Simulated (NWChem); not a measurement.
System: CH3AlF2S; SMILES C[S][Al]([F])[F]

NWChem input:

```
start job
memory heap 200 mb stack 900 mb global 1100 mb
geometry units angstroms noautosym nocenter noautoz
  Al     0.000135     0.824351     0.000017
  F      0.951971     2.169881    -0.000382
  F     -1.642707     1.013058     0.000239
  S      0.851016    -1.162900     0.000351
  C     -0.698114    -2.192907     0.000456
  H     -1.595772    -1.573498     0.001519
  H     -0.688175    -2.822117     0.892044
  H     -0.689313    -2.820798    -0.892070
end
basis spherical
  * library def2-svp
end
dft
  xc b3lyp
  iterations 150
  mulliken
end
task dft energy
esp
  recalculate
  probe 0.07
  range 0.3
  factor 1.0
  spacing 0.02
end
task esp
```

Output (shortened):

```
             Northwest Computational Chemistry Package (NWChem) 7.3.0
             --------------------------------------------------------

                             Geometry "geometry" -> ""
                             -------------------------

 Output coordinates in angstroms (scale by  1.889725989 to convert to a.u.)

  No.       Tag          Charge          X              Y              Z
 ---- ---------------- ---------- -------------- -------------- --------------
    1 Al                  13.0000     0.00013500     0.82435100     0.00001700
    2 F                    9.0000     0.95197100     2.16988100    -0.00038200
    3 F                    9.0000    -1.64270700     1.01305800     0.00023900
    4 S                   16.0000     0.85101600    -1.16290000     0.00035100
    5 C                    6.0000    -0.69811400    -2.19290700     0.00045600
    6 H                    1.0000    -1.59577200    -1.57349800     0.00151900
    7 H                    1.0000    -0.68817500    -2.82211700     0.89204400
    8 H                    1.0000    -0.68931300    -2.82079800    -0.89207000

 Effective nuclear repulsion energy (a.u.)     275.2204215587

                                 NWChem DFT Module
                                 -----------------

 Summary of "ao basis" -> "ao basis" (spherical)
 ------------------------------------------------------------------------------
       Tag                 Description            Shells   Functions and Types
 ---------------- ------------------------------  ------  ---------------------
 Al                         def2-svp                 8       18   4s3p1d
 F                          def2-svp                 6       14   3s2p1d
 S                          def2-svp                 8       18   4s3p1d
 C                          def2-svp                 6       14   3s2p1d
 H                          def2-svp                 3        5   2s1p

            General Information
            -------------------
          SCF calculation type: DFT
          Wavefunction type:  closed shell.
          No. of atoms     :     8
          No. of electrons :    56
           Alpha electrons :    28
            Beta electrons :    28
          Charge           :     0
          Spin multiplicity:     1
          Use of symmetry is: off; symmetry adaption is: off
          Maximum number of iterations: 150
          AO basis - number of functions:    93
                     number of shells:    43
          Convergence on energy requested:  1.00D-06
          Convergence on density requested:  1.00D-05
          Convergence on gradient requested:  5.00D-04

              XC Information
              --------------
                         B3LYP Method XC Potential
                     Hartree-Fock (Exact) Exchange  0.200
                        Slater Exchange Functional  0.800 local
                    Becke 1988 Exchange Functional  0.720 non-local
              Lee-Yang-Parr Correlation Functional  0.810
                  VWN I RPA Correlation Functional  0.190 local

             Grid Information
             ----------------
          Grid used for XC integration:  medium
          Radial quadrature: Mura-Knowles
          Angular quadrature: Lebedev.
          Tag              B.-S. Rad. Rad. Pts. Rad. Cut. Ang. Pts.
          ---              ---------- --------- --------- ---------
          Al                  1.25       88          10.0       590
          F                   0.50       49          13.0       434
          S                   1.00       88           9.0       590
          C                   0.70       49          11.0       434
          H                   0.35       45          12.0       434
          Grid pruning is: on
          Number of quadrature shells:   458
          Spatial weights used:  Erf1

      Superposition of Atomic Density Guess
      -------------------------------------

 Sum of atomic energies:        -876.84640595

      Non-variational initial energy
      ------------------------------

 Total energy =    -877.926982
 1-e energy   =   -1763.892253
 2-e energy   =     610.744849
 HOMO         =      -0.304485
 LUMO         =      -0.040457

     ---------------------------------------------
      Total Density - Mulliken Population Analysis
     ---------------------------------------------

    Atom       Charge   Shell Charges
 -----------   ------   -------------------------------------------------------
    1 Al  13    11.43   2.00  1.99  0.58  0.07  5.93  0.45  0.19  0.21
    2 F    9     9.67   1.99  1.15  0.79  3.56  2.17  0.00
    3 F    9     9.67   1.99  1.15  0.79  3.56  2.17  0.00
    4 S   16    16.40   2.00  1.99  1.20  0.66  5.94  1.77  2.81  0.04
    5 C    6     6.18   1.99  0.93  0.25  1.91  1.07  0.02
    6 H    1     0.89   0.67  0.19  0.03
    7 H    1     0.88   0.67  0.18  0.02
    8 H    1     0.88   0.67  0.18  0.02

   convergence    iter        energy       DeltaE   RMS-Dens  Diis-err
 ---------------- ----- ----------------- --------- --------- ---------
 d= 0,ls=0.0,diis     1   -879.9429692593 -1.16D+03  1.66D-02  9.82D-01
 d= 0,ls=0.0,diis     2   -879.8342141793  1.09D-01  8.95D-03  2.54D+00
 d= 0,ls=0.0,diis     3   -880.0521238656 -2.18D-01  1.13D-03  1.27D-02
 d= 0,ls=0.0,diis     4   -880.0528126961 -6.89D-04  5.80D-04  3.50D-03
 d= 0,ls=0.0,diis     5   -880.0532792975 -4.67D-04  1.42D-04  2.51D-04
  Resetting Diis
 d= 0,ls=0.0,diis     6   -880.0533116989 -3.24D-05  3.15D-05  7.54D-06
 d= 0,ls=0.0,diis     7   -880.0533127493 -1.05D-06  1.80D-05  9.25D-07
 d= 0,ls=0.0,diis     8   -880.0533126532  9.61D-08  1.01D-05  1.82D-06
 d= 0,ls=0.0,diis     9   -880.0533128803 -2.27D-07  1.01D-06  1.53D-08

         Total DFT energy =     -880.053312880272
      One electron energy =    -1767.730440612324
           Coulomb energy =      684.459105516359
    Exchange-Corr. energy =      -72.002399343011
 Nuclear repulsion energy =      275.220421558703

 Numeric. integr. density =       55.999995716634

                       DFT Final Molecular Orbital Analysis
                       ------------------------------------

 Vector   26  Occ=2.000000D+00  E=-3.827686D-01
              MO Center=  2.6D-01, -7.9D-01,  2.7D-04, r^2= 4.2D+00
   Bfn.  Coefficient  Atom+Function         Bfn.  Coefficient  Atom+Function
  ----- ------------  ---------------      ----- ------------  ---------------
    69      0.269034  5 C  py                58     -0.236332  4 S  py
    23      0.234325  2 F  py                55     -0.233064  4 S  py
    68      0.217975  5 C  px                54     -0.206413  4 S  px
    57     -0.206181  4 S  px                22     -0.173155  2 F  px
    26     -0.153091  2 F  py                50     -0.135832  4 S  s

 Vector   27  Occ=2.000000D+00  E=-3.146199D-01
              MO Center=  6.0D-01, -1.1D+00,  4.3D-04, r^2= 2.5D+00
   Bfn.  Coefficient  Atom+Function         Bfn.  Coefficient  Atom+Function
  ----- ------------  ---------------      ----- ------------  ---------------
    57      0.386534  4 S  px                54      0.305806  4 S  px
    58     -0.290849  4 S  py                55     -0.232764  4 S  py
     3     -0.213834  1 Al s                 49      0.192859  4 S  s
    50      0.186289  4 S  s                 51      0.174895  4 S  px
    79      0.168910  6 H  s                 68     -0.166280  5 C  px

 Vector   28  Occ=2.000000D+00  E=-2.659582D-01
              MO Center=  6.7D-01, -1.1D+00,  2.6D-04, r^2= 2.1D+00
   Bfn.  Coefficient  Atom+Function         Bfn.  Coefficient  Atom+Function
  ----- ------------  ---------------      ----- ------------  ---------------
    59      0.612522  4 S  pz                56      0.424956  4 S  pz
    53      0.242910  4 S  pz                84     -0.123393  7 H  s
    89      0.123550  8 H  s                 70     -0.119761  5 C  pz
    13      0.104995  1 Al pz                10      0.091124  1 Al pz
    85     -0.078159  7 H  s                 90      0.078239  8 H  s

[...]

                     NWChem Electrostatic Potential Fit Module
                     -----------------------------------------

 Atom parameters

 Number of atoms is                                    8
 Number of basis functions is                         93

 Grid parameters

 Maximum number of grid points is                  36864
 Number of grid points is                          36863
 Grid range                                     0.300000 nm
 Grid spacing                                   0.020000 nm
 Probe radius                                   0.070000 nm
 Atom radius factor                             1.000000

 Atomic radii

    1    0.100000
    6    0.147000
    9    0.128000
   13    0.195000
   16    0.174000
 FASTESP  F
  using M.O. file = ./job.movecs

    Atom              Coordinates                           Charge

                                                  ESP

    1 Al    0.000014    0.082435    0.000002    1.048012
    2 F     0.095197    0.216988   -0.000038   -0.410504
    3 F    -0.164271    0.101306    0.000024   -0.406705
    4 S     0.085102   -0.116290    0.000035   -0.404602
    5 C    -0.069811   -0.219291    0.000046    0.082650
    6 H    -0.159577   -0.157350    0.000152   -0.004652
    7 H    -0.068818   -0.282212    0.089204    0.047889
    8 H    -0.068931   -0.282080   -0.089207    0.047911
                                            ------------
                                               -0.000000

 Dipole moment                                  0.852945

 Quadrupole moment Qxx                        -10.185416
                   Qyy                          1.360977
                   Qzz                          8.824439

 RMS deviation kJ/mol                           0.069105

 RRMS %                                        28.833189
```

Level: B3LYP/def2-SVP. Structure relaxed at the B3LYP/6-31G* (spherical d) level.
